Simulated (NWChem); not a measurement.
# Si$_{2}$NH$_{7}$O; SMILES N[SiH2]O[SiH3]

```xyz
11

Si     0.2341     1.7658    -0.0395
O     -0.7777     0.4830     0.3234
Si    -0.6861    -1.1887     0.1067
N      0.9208    -1.8239    -0.0074
H      0.6954     1.7133    -1.4746
H     -0.5299     3.0372     0.1837
H      1.4539     1.7651     0.8449
H     -1.3555    -1.7910     1.3023
H     -1.3762    -1.5347    -1.1796
H      1.5443    -1.8476     0.8020
H      1.4485    -1.7648    -0.8805
```
Atoms are numbered in this order, from 1.

Results from NWChem. Pople sets run with spherical d functions. The geometry was optimised at PBE-D3(BJ)/def2-SVP. Level: M05-2X/6-31G* with SMD (1 M gas to 1 M solution), gas-phase geometry. Reactions with the solvent are ignored.

**Question.** Order these by “solvation free energy (kcal/mol)”, lowest first: ethyl acetate; toluene; water; ethanol.

**Answer.** ethanol (-4.3), ethyl acetate (-3.4), toluene (-2.3), water (-1.3)
